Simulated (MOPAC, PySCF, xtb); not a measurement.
Pair of molecules: HCl (SMILES Cl) (first 2 atoms) with H2Se (SMILES [SeH2]); geometry from B3LYP-D3(BJ)/def2-TZVP.
(charge 0, multiplicity 1):
```xyz
5

Cl     0.274    -0.689    -0.393
H      0.138    -0.227     0.814
Se    -0.033     0.552     3.197
H      1.403     0.296     3.389
H     -0.369    -0.813     3.631
```

Monomers are frozen at their geometry in the pair; levels with a basis set take the counterpoise correction. Rows marked so take none.

Rows in 6-31G* carry no dispersion term and start afresh at each structure (6-31G* with six Cartesian d functions); the Pople sets are all-electron and without relativity. MP2/6-31G* freezes PySCF's default core, which leaves 3d correlated. The state that PM3 reach isn't checked.

Programs: MOPAC for PM3 (differences of heats of formation); PySCF for 6-31G* rows; xtb for the GFN methods. Values without a source in brackets are computed.

Q: Give the interaction energy at the level PM3.

A: -26 kJ/mol
